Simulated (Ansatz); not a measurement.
`F[CH]([SiH3])[AlH][SiH3]` + `O[Si](O)(Cl)Cl` → `O[Si](Cl)(Cl)O[SiH3]` + `F[CH]([AlH2])[SiH3]`  (cleavage of the Si–Al bond)

Isolated molecules relaxed with PBE0-D4/def2-TZVP in Ansatz; ΔE leaves out vibrations. CCSD(T)/CBS adds triple-zeta CCSD(T) − MP2 to the extrapolated MP2 energy (def2 sets, frozen cores). Functionals use def2-TZVPP. B3LYP here is the variant with VWN-RPA as its local correlation; programs differ in this. Each species was taken in one conformer, which may not be the lowest.

```tsv
level	ΔE (kJ/mol)
PBE-D4	-68.3
ωB97X-V	-95.8
B2PLYP	-102.0
r2SCAN	-88.3
B3LYP	-97.5
CCSD/def2-TZVPP	-99.8
SCS-MP2/def2-QZVPP	-112.3
HF/CBS(def2)	-130.3
```

(1) What does CCSD(T)/CBS give? (An estimate is asked.)

Largest T1 diagnostic among the species: 0.013.

Results:

(1) The calculation gave: -97.2 kJ/mol. The listed levels differ from it by 28.9, 1.4, -4.8, 8.9, -0.3, -2.6, -15.1, -33.1 kJ/mol.

In def2-TZVPP, CCSD(T) changes the Hartree–Fock value by +30.8 kJ/mol (the triples alone add +4.1 kJ/mol) and MP2 by +21.4 kJ/mol. From PBE to PBE0 (25 % exact exchange), in def2-TZVPP and without D4, ΔE moves by −9.5 kJ/mol.
